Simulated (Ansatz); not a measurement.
Isolated molecules relaxed with PBE0-D4/def2-TZVP in Ansatz; ΔE leaves out vibrations. CCSD(T)/CBS adds triple-zeta CCSD(T) − MP2 to the extrapolated MP2 energy (def2 sets, frozen cores). This one scheme is used for every species. DFT in def2-TZVPP. B3LYP here is the variant with VWN-RPA as its local correlation; programs differ in this. HSE06 is defined as in plane-wave codes.

`FB1CB1F` + H₂ → `FB1BC1` + H–F  (hydrogenolysis of a B–F bond)

| level | ΔE (kcal/mol) | difference from CCSD(T)/CBS |
| --- | --- | --- |
| LDA (SPW92) | 18.0 | 2.1 |
| PBE-D4 | 17.8 | 1.9 |
| revPBE-D4 | 18.1 | 2.2 |
| BLYP-D4 | 19.5 | 3.6 |
| r2SCAN-D4 | 18.8 | 2.9 |
| B97M-V | 20.3 | 4.4 |
| PBE0-D4 | 17.5 | 1.6 |
| B3LYP-D4 | 19.2 | 3.3 |
| r2SCANh-D4 | 18.6 | 2.7 |
| r2SCAN0-D4 | 18.3 | 2.4 |
| HSE06-D4 | 17.4 | 1.5 |
| BHLYP-D4 | 19.7 | 3.8 |
| CAM-B3LYP-D4 | 19.7 | 3.8 |
| ωB97X-V | 19.3 | 3.4 |
| ωB97M-V | 18.1 | 2.2 |
| B2PLYP | 18.1 | 2.2 |
| PBE-QIDH | 17.0 | 1.1 |
| PBE | 17.6 | 1.7 |
| revPBE | 17.5 | 1.6 |
| BLYP | 19.1 | 3.2 |
| PBE0 | 17.3 | 1.4 |
| B3LYP | 18.8 | 2.9 |
| r2SCANh | 18.5 | 2.6 |
| r2SCAN0 | 18.2 | 2.3 |
| HSE06 | 17.2 | 1.3 |
| BHLYP | 19.5 | 3.6 |
| CAM-B3LYP | 19.5 | 3.6 |
| LC-ωPBE | 18.6 | 2.7 |
| RPA@PBE/def2-TZVPP | 17.5 | 1.6 |
| HF/def2-SVP | 24.3 | 8.4 |
| MP2/def2-SVP | 21.4 | 5.5 |
| CCSD/def2-SVP | 22.3 | 6.4 |
| CCSD(T)/def2-SVP | 22.0 | 6.1 |
| HF/def2-TZVPP | 21.3 | 5.4 |
| MP2/def2-TZVPP | 15.8 | -0.1 |
| HF/def2-QZVPP | 21.3 | 5.4 |
| MP2/def2-QZVPP | 15.2 | -0.7 |
| SCS-MP2/def2-QZVPP | 16.5 | 0.6 |
| MP2/CBS(def2) | 14.8 | -1.1 |
| CCSD/CBS(def2) | 16.4 | 0.5 |
| CCSD(T)/CBS | 15.9 | 0 |

Largest T1 diagnostic among the species: 0.014.

At CCSD(T), def2-SVP lies +6.1 kcal/mol from the extrapolated value and def2-TZVPP +1.0 kcal/mol. In def2-TZVPP, CCSD(T) changes the Hartree–Fock value by −4.4 kcal/mol (the triples alone add −0.5 kcal/mol) and MP2 by −5.5 kcal/mol.
